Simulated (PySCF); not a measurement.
Species: C₂H₈GeS.
Numbering: `[CH3:1][S:2][GeH2:3][CH3:4]` (hydrogens: H5, H6, H7 on C1; H8, H9 on Ge3; H10, H11, H12 on C4)

Computed, not measured: PBE0-D3(BJ)/def2-SVP geometry optimisation, gas phase (PySCF 2.14.0).

**Question.** What internal coordinates does the optimisation give?

**Answer.** 
```csv
bond,length (bohr)
C1–S2,3.439
S2–Ge3,4.203
Ge3–C4,3.677
"C1–H5, C1–H6, C1–H7",2.078
"Ge3–H8, Ge3–H9",2.920
"C4–H10, C4–H11, C4–H12",2.077
```

Bonds in one row agree within 0.02 bohr and their mean is given. A selection of angles:
```csv
angle,degrees
S2–C1–H5,106.8
S2–C1–H6,111.6
H5–C1–H6,108.5
H5–C1–H7,108.5
C1–S2–Ge3,100.1
S2–Ge3–C4,106.3
S2–Ge3–H8,109.3
C4–Ge3–H8,111.8
H8–Ge3–H9,108.4
Ge3–C4–H10,110.4
H10–C4–H11,108.8
```

Dihedral angles: C1–S2–Ge3–C4 180° (antiperiplanar).

The 4 heavy atoms lie in one plane (0.000 Å rms). Ge3 (germanium bonded to C, S and 2 H) is tetrahedral (angles from 106.3° to 111.8°).

Point group: Cs (tolerance 0.08 Å). PBE0-D3(BJ)/def2-SVP frequencies: not computed here. The numbers are those of one conformer.
